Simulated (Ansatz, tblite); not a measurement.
Cost and result up the ladder for [Co(H2O)6]2+ (CoO6H12²⁺) (19 atoms). Total charge 2; quartet. Geometry: r2SCAN-D4/def2-SVP.

Cartesian coordinates in Å:
```
Co -0.0022 0.0003 -0.0003
O -1.8918 0.2817 0.8359
H -2.3692 -0.3709 1.3729
H -2.4023 1.1061 0.8870
O 1.8898 -0.2809 -0.8353
H 2.3660 0.3701 -1.3753
H 2.3966 -1.1069 -0.8907
O -0.9631 -0.1467 -1.8445
H -1.9181 -0.2702 -1.9679
H -0.5590 -0.2341 -2.7228
O 0.9647 0.1471 1.8426
H 0.5691 0.2355 2.7245
H 1.9215 0.2637 1.9567
O -0.2388 -2.0303 0.4101
H -0.7232 -2.6937 -0.1071
H 0.2265 -2.5144 1.1109
O 0.2374 2.0315 -0.4071
H 0.7200 2.6905 0.1171
H -0.2237 2.5216 -1.1067
```

Ansatz on 4 threads of Intel Xeon 6975P-C on a shared host; xTB runs through tblite on one thread. Times are rough, summed over both states, and most runs start from the orbitals of an earlier one. PBE0-D4/def2-TZVP serves as the yardstick here, not as an exact answer. The other state is a quintet, and no other spin of it was run.

The xTB rows come from tblite. HOMO above LUMO, or a gap near zero within one spin, warns that the state may not be the lowest or that an electron is smeared out.

Raw xTB energies of ions are shifted by several eV, and xTB has no spin-polarisation term.

```
                          level  functions  wall time  vertical IE (eV)  difference from PBE0-D4/def2-TZVP (eV)                                     remarks
                       GFN2-xTB         45    0.018 s             21.53                                    3.20                                           –
                       GFN1-xTB         57     0.03 s             23.95                                    5.62                                           –
               PBE-D4/def2-TZVP        303       16 s             17.36                                   -0.97  gap within one spin near zero (+3 quintet)
            r2SCAN-D4/def2-TZVP        303       41 s             17.71                                   -0.62                                           –
PBE0-D4/def2-TZVP (with forces)        303       54 s             18.33                                    0.00                                           –
```
